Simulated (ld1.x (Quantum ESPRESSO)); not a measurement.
# Si, TM: configuration errors across variants

- Element: Si
- Generator: ld1.x (Quantum ESPRESSO) 7.5
- Type: norm-conserving Troullier–Martins (Kleinman–Bylander form)
- Functional: PBE
- Relativity: scalar-relativistic
- Frozen core: [Ne]
- Valence charge: 4
- Reference configuration: 3s2 3p2
- Partial waves: 3s (bound): rc 1.65 bohr; 3p (bound): rc 1.65 bohr
- Local potential: the p channel
- Core correction: Bessel-smoothed model core inside 1.55 bohr

All-electron excitation energies from the reference (eV): (1) 3s2 3p1 7.740; (2) 3s2 3p0 23.733; (3) 3s1 3p0 57.704; (4) 3s2 3p1.5 2.921; (5) 3s1 3p3 6.814; (6) 3s0 3p4 13.778; (7) 3s1 3p2 15.171.

Errors AE − PS in meV (a dash: test not solved or not reliable):

| change | (1) | (2) | (3) | (4) | (5) | (6) | (7) | bound ghosts |
| --- | --- | --- | --- | --- | --- | --- | --- | --- |
| base | +1.8 | +13 | +89 | +0.3 | +1.3 | +7.1 | +7.2 | none |
| all radii but the core radius scaled by about 0.75 (s 1.24, p 1.24 bohr) | +4.3 | +21 | +97 | +0.8 | +3.9 | +19 | +16 | none |
| all radii but the core radius scaled by about 0.82 (s 1.36, p 1.36 bohr) | +2.9 | +15 | +84 | +0.5 | +3.0 | +15 | +11 | none |
| all radii but the core radius scaled by about 0.88 (s 1.46, p 1.46 bohr) | +2.3 | +13 | +83 | +0.4 | +2.6 | +13 | +9.6 | none |
| all radii but the core radius scaled by about 0.96 (s 1.58, p 1.58 bohr) | +1.9 | +13 | +86 | +0.3 | +1.9 | +10 | +8.2 | none |
| all radii but the core radius scaled by about 1.03 (s 1.70, p 1.70 bohr) | +1.7 | +13 | +90 | +0.2 | +0.9 | +5.3 | +6.7 | none |
| all radii but the core radius scaled by about 1.19 (s 1.96, p 1.96 bohr) | +1.8 | +17 | +95 | +0.2 | -2.2 | -8.5 | +2.9 | none |
| all radii but the core radius scaled by about 1.26 (s 2.08, p 2.08 bohr) | +2.1 | +20 | +93 | +0.2 | -5.2 | -21 | -0.5 | none |
| all radii but the core radius scaled by about 1.32 (s 2.18, p 2.18 bohr) | +2.5 | +23 | +91 | +0.3 | -7.7 | -33 | -3.4 | none |
| all radii but the core radius scaled by about 1.41 (s 2.32, p 2.32 bohr) | +3.0 | +28 | +87 | +0.4 | -11 | -46 | -7.0 | none |

Task: Give the same row for: all radii but the core radius scaled by about 1.10 (s 1.82, p 1.82 bohr).

Result: +1.7, +15, +94, +0.2, -0.8, -2.0, +4.7; bound ghosts: none.
